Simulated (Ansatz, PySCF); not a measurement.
Reaction (SMILES): SS (H2S2) -> S[S] (HS2) + H atom (the H-S bond breaks)

Property: bond dissociation energy (electronic), in kcal/mol. Terms: LANL2DZ with its own core potentials from Na on; 6-311+G** with 5d, 6d on Na to Ar in Ansatz (a quantum-chemistry and plane-wave program); non-relativistic; six Cartesian d functions in 6-31G* and its kin unless marked 5d; frozen cores in correlated levels; no dispersion term unless named; no spin-orbit coupling; UHF or UKS for open shells. CBS marks a two-point X^-3 extrapolation of the correlation energy; Hartree-Fock from the larger set. First-principles rows: single points at B3LYP-D3(BJ) geometries (Ansatz).

Coupled cluster (Ansatz) is a level with limits of its own, used here on species with T1 under 0.025 (0.045 for open shells) and stable references: CCSD(T)/CBS(def2-TZVPPD,def2-QZVPPD).

Value to compare with, CCSD(T)/CBS(def2-TZVPPD,def2-QZVPPD) (Ansatz): 78.4 kcal/mol.

```json
[
 {"level": "HF/LANL2DZ", "program": "Ansatz", "bond dissociation energy (electronic) (kcal/mol)": "54.4", "difference": "-24.0"},
 {"level": "HF/6-31G*", "program": "Ansatz", "bond dissociation energy (electronic) (kcal/mol)": "55.9", "difference": "-22.5"},
 {"level": "PBE/STO-3G", "program": "Ansatz", "bond dissociation energy (electronic) (kcal/mol)": "94.0", "difference": "15.6"},
 {"level": "PBE/6-31G*", "program": "Ansatz", "bond dissociation energy (electronic) (kcal/mol)": "71.4", "difference": "-7.0"},
 {"level": "PBE/def2-SVP", "program": "Ansatz", "bond dissociation energy (electronic) (kcal/mol)": "72.1", "difference": "-6.3"},
 {"level": "PBE/6-311+G**", "program": "Ansatz", "bond dissociation energy (electronic) (kcal/mol)": "73.0", "difference": "-5.4"},
 {"level": "BLYP/6-31G*", "program": "Ansatz", "bond dissociation energy (electronic) (kcal/mol)": "70.8", "difference": "-7.6"},
 {"level": "BP86/6-31G* (5d)", "program": "PySCF", "bond dissociation energy (electronic) (kcal/mol)": "73.9", "difference": "-4.5"},
 {"level": "B3LYP/3-21G", "program": "Ansatz", "bond dissociation energy (electronic) (kcal/mol)": "73.5", "difference": "-4.9"},
 {"level": "B3LYP/6-31G*", "program": "Ansatz", "bond dissociation energy (electronic) (kcal/mol)": "73.2", "difference": "-5.2"},
 {"level": "B3LYP/6-31+G*", "program": "Ansatz", "bond dissociation energy (electronic) (kcal/mol)": "73.3", "difference": "-5.1"},
 {"level": "B3LYP/6-311+G**", "program": "Ansatz", "bond dissociation energy (electronic) (kcal/mol)": "75.1", "difference": "-3.3"},
 {"level": "M06-2X/6-31G* (5d)", "program": "PySCF", "bond dissociation energy (electronic) (kcal/mol)": "75.2", "difference": "-3.2"},
 {"level": "MP2/6-31G*", "program": "Ansatz", "bond dissociation energy (electronic) (kcal/mol)": "65.9", "difference": "-12.5"},
 {"level": "PBE0/def2-TZVPD", "program": "Ansatz", "bond dissociation energy (electronic) (kcal/mol)": "74.1", "difference": "-4.3"},
 {"level": "M06-2X/def2-TZVPD", "program": "PySCF", "bond dissociation energy (electronic) (kcal/mol)": "76.8", "difference": "-1.6"},
 {"level": "wB97X-V/def2-TZVPD", "program": "Ansatz", "bond dissociation energy (electronic) (kcal/mol)": "77.2", "difference": "-1.2"}
]
```

Among the 14 habitual levels, HF/LANL2DZ lies farthest from CCSD(T)/CBS(def2-TZVPPD,def2-QZVPPD) (Ansatz) (-24.0 kcal/mol); 1 of 14 lie above it, and their mean absolute difference is 9.1 kcal/mol, the median 5.8. One case shows no general order.

The levels are drawn from those run, B3LYP/6-31G* more often than the rest, none by its result; runs whose electronic state is in doubt are left out.
